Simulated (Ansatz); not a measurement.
Isolated molecules relaxed with PBE0-D4/def2-TZVP in Ansatz; ΔE leaves out vibrations. CCSD(T)/CBS adds triple-zeta CCSD(T) − MP2 to the extrapolated MP2 energy (def2 sets, frozen cores). This one scheme is used for every species. DFT in def2-TZVPP. B3LYP here is the variant with VWN-RPA as its local correlation; programs differ in this. Elements past krypton have def2 core potentials. For Sn outer-core shells are correlated without core-valence functions, which leaves a few kJ/mol of doubt a bond. One conformer a species, not always the lowest.

Consider the formal exchange of groups at the Sn–F bond: `C=[CH][SnH2][F]` + ethylene → `C=[CH][SnH2][CH]=C` + H–F.

| level | ΔE (kJ/mol) | difference from CCSD(T)/CBS |
| --- | --- | --- |
| PBE-D4 | 78.7 | 6.2 |
| PBE | 85.6 | 13.1 |
| r2SCAN | 89.5 | 17.0 |
| B3LYP | 97.2 | 24.7 |
| CCSD/def2-TZVPP | 72.1 | -0.4 |
| CCSD(T)/def2-TZVPP | 68.2 | -4.3 |
| MP2/def2-QZVPP | 65.5 | -7.0 |
| SCS-MP2/def2-QZVPP | 75.8 | 3.3 |
| HF/CBS(def2) | 106.5 | 34.0 |
| MP2/CBS(def2) | 66.2 | -6.3 |
| CCSD(T)/CBS | 72.5 | 0 |

Largest T1 diagnostic among the species: 0.013.

From PBE to PBE0 (25 % exact exchange), in def2-TZVPP and without D4, ΔE moves by −4.5 kJ/mol. The D4 term adds −10.9 kJ/mol with B3LYP and −6.3 kJ/mol with PBE0; it sums over pairs of atoms, weighted by their polarisabilities, and B3LYP, whose exchange is more repulsive, gets the larger term. In def2-TZVPP, CCSD(T) changes the Hartree–Fock value by −34.6 kJ/mol (the triples alone add −3.9 kJ/mol) and MP2 by −40.9 kJ/mol.
